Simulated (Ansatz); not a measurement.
CH4Si (SMILES C[SiH]) moved off its minimum; all values from Ansatz (an electronic-structure program), cores frozen in correlated methods.
(charge 0, multiplicity 1)
```xyz
6

Si    -0.49632    -0.35014     0.51976
H     -1.45887    -0.64679    -0.56021
C      0.78258     0.51044    -0.63943
H      1.78044     0.95637    -0.06980
H      0.21774     1.35213    -1.21074
H      1.15425    -0.02006    -1.45378
```

Forces at B3LYP/def2-TZVPP (eV/Å):

```tsv
atom	Fx	Fy	Fz
Si1	0.912	0.385	0.316
H2	-0.488	-0.182	-0.636
C3	0.778	3.027	1.853
H4	-2.705	-0.901	-1.365
H5	0.857	-0.856	1.211
H6	0.645	-1.472	-1.379
```

Problem. Give the forces (eV/Å), the total energy and the dipole at CCSD(T)/aug-cc-pV(T+d)Z.

Solution. 
| atom | Fx | Fy | Fz |
|---|---|---|---|
| Si1 | 0.865 | 0.366 | 0.266 |
| H2 | -0.472 | -0.180 | -0.590 |
| C3 | 0.819 | 3.088 | 1.889 |
| H4 | -2.700 | -0.888 | -1.344 |
| H5 | 0.817 | -0.818 | 1.221 |
| H6 | 0.670 | -1.568 | -1.443 |
Energy -329.4161 hartree, dipole 0.91 D.

Doubts at one or more of the structures used: a restricted determinant that unrestricted orbitals would lower (CCSD(T)/aug-cc-pV(T+d)Z).
